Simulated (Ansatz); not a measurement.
Isolated molecules relaxed with PBE0-D4/def2-TZVP in Ansatz; ΔE leaves out vibrations. CCSD(T)/CBS adds triple-zeta CCSD(T) − MP2 to the extrapolated MP2 energy (def2 sets, frozen cores). This one scheme is used for every species, atoms too. Functionals use def2-TZVPP. HSE06 is defined as in plane-wave codes. No spin–orbit coupling; open shells (•) take unrestricted orbitals. Spin–orbit coupling would lower the free atoms: a little for C, F, O, Si. One conformer a species, not always the lowest.

`C#C[SiH](O)F` → 2 C• + F• + 3 H• + O• + Si•  (atomization)

`C#C[SiH](O)F`:

Cartesian coordinates in Å:
```
C 1.617 0.787 1.173
C 0.641 0.496 0.529
Si -0.851 0.034 -0.405
O -0.910 -1.571 -0.650
F -0.785 0.818 -1.789
H 2.481 1.050 1.741
H -2.092 0.418 0.282
H -0.102 -2.032 -0.881
```

(1) What is ΔE at CCSD(T)/CBS? (Estimate.)

(2) What do these levels give: B97M-V, r2SCAN0-D4, B2PLYP, HSE06, BHLYP, LC-ωPBE, HF/def2-SVP, CCSD(T)/def2-TZVPP, HF/def2-QZVPP, SCS-MP2/def2-QZVPP, HF/CBS(def2), MP2/CBS(def2)? (Estimate.)

Largest T1 diagnostic among the species: 0.013.

## Answers

(1) Computed: +3468.3 kJ/mol.

(2) The calculation gave: B97M-V 3450.9, r2SCAN0-D4 3376.5, B2PLYP 3428.5, HSE06 3422.7, BHLYP 3293.0, LC-ωPBE 3431.7, HF/def2-SVP 2468.4, CCSD(T)/def2-TZVPP 3364.6, HF/def2-QZVPP 2514.1, SCS-MP2/def2-QZVPP 3507.6, HF/CBS(def2) 2515.3, MP2/CBS(def2) 3589.9 kJ/mol.

Leaving LDA and LC-ωPBE aside and taking each functional with its dispersion term where it has one, the values, not all of them listed here, spread over 209.0 kJ/mol, from BHLYP-D4 to PBE-D4. LDA lies +451.0 kJ/mol from PBE without D4, its usual overbinding. From BLYP to BHLYP (50 % exact exchange), in def2-TZVPP and without D4, ΔE moves by −127.7 kJ/mol: exact exchange takes away binding that semilocal exchange gives to molecules.

For atomizations the MP2-based limit and the directly extrapolated one differ by several kJ/mol either way, and by 10 to 25 for some Ge, Se and Sn compounds, so smaller differences from it don't rank the levels.
